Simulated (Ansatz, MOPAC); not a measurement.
Molecule: CH₅Ge, net charge 0, doublet state. SMILES: [CH2][GeH3]

Atoms: Ge1, C2, H3, H4, H5, H6, H7. Bonds: Ge1-C2, Ge1-H3, Ge1-H4, Ge1-H5, C2-H6, C2-H7.

Bond lengths (Å) and angles (degrees) optimised at PM6 with MOPAC; PBE/6-31G* with LANL2DZ past Ar with Ansatz (a quantum-chemistry and plane-wave program); B3LYP/LANL2DZ with Ansatz, each started from the B3LYP-D3(BJ)/def2-TZVP structure (Ansatz) of the last column. A row stands for all coordinates that are equal there; 9 of 10 kinds are shown. 6-31G* holds six Cartesian d functions. No wavenumbers were computed at PBE/6-31G* with LANL2DZ past Ar, B3LYP/LANL2DZ, so these may be saddle points.

| coordinate | PM6 | PBE/6-31G* with LANL2DZ past Ar | B3LYP/LANL2DZ | B3LYP-D3(BJ)/def2-TZVP |
|---|---|---|---|---|
| Ge1-C2 | 1.894 | 1.939 | 1.939 | 1.928 |
| Ge1-H3 | 1.527 | 1.569 | 1.552 | 1.545 |
| Ge1-H4 | 1.526 | 1.562 | 1.547 | 1.539 |
| C2-H6 | 1.069 | 1.094 | 1.090 | 1.083 |
| C2-Ge1-H3 | 107.0 | 112.0 | 111.3 | 110.9 |
| C2-Ge1-H4 | 108.4 | 110.5 | 110.3 | 110.0 |
| Ge1-C2-H6 | 121.8 | 122.0 | 122.2 | 122.0 |
| H3-Ge1-H4 | 110.8 | 107.3 | 107.7 | 108.1 |
| H4-Ge1-H5 | 111.2 | 109.2 | 109.4 | 109.7 |

Mean signed difference of all 6 bond lengths from B3LYP-D3(BJ)/def2-TZVP: PM6 -0.018 Å, PBE/6-31G* with LANL2DZ past Ar 0.017 Å, B3LYP/LANL2DZ 0.008 Å.
